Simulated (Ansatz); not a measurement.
A series at Sn: from `N#[C][SnH]([C]#N)[C]#N`, ligands are replaced one by one, each step taking up H₂ and setting free `C#N`; n counts the steps. Ansatz, PBE0-D4/def2-TZVP geometries.

```tsv
n	molecule	HOMO energy, ωB97M-V/def2-TZVPP (eV)
0	`N#[C][SnH]([C]#N)[C]#N`	-12.97
1	`N#[C][SnH2][C]#N`	-12.31
2	`N#[C][SnH3]`	?
3	`[SnH4]`	-11.38
```

Question: By hand: fit a straight line y = ȳ + b (n − n̄) to the 3 given rows and predict n = 2.

Answer: n̄ = 1.333, ȳ = -12.220; Σ(n − n̄)(y − ȳ) = 2.430, Σ(n − n̄)² = 4.667, so b = 0.521 eV a step. Prediction: -12.220 + (0.521) × (0.667) = -11.87 eV.

Question: By hand: compare with the computed value, -11.78 eV, and give the steps along the whole series.

Answer: The line misses by 0.09 eV (computed minus predicted). Steps: 0.66, 0.53, 0.40 eV.

The steps shrink at each stage, from 0.66 to 0.40 eV, so the series is curved. The highest orbital can change its character along such a series. The miss is 5.7 % of the series' range.
